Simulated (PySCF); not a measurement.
Computed with B3LYP-D3(BJ)/def2-TZVP // PBE0-D3(BJ)/def2-TZVP in PySCF 2.14.0. Gas-phase values, no solvent. One relaxed conformer stands for a flexible species; it need not be the lowest. B3LYP has the VWN-RPA correlation part, as in Gaussian. Delta-SCF ions had no search for a lower state. 

Reference species (SMILES): `Br[Si](Br)(Br)Br` (neutral, multiplicity 1).

```
Quantity                                  Result
--------------------------------------  --------
HOMO                                    -8.41 eV
vertical ionisation energy (Delta-SCF)  10.41 eV
```

Changed species: `[Si](N)(N)(Br)N` (3 of 4 Br replaced by NH2; the reference has 0 of 4 Br replaced by NH2).

Task: Give the shifts of the HOMO and vertical ionisation energy (Delta-SCF).

Result: the HOMO rises by 1.23 eV, to -7.18 eV; the vertical ionisation energy (Delta-SCF) falls by 1.15 eV, to 9.26 eV.
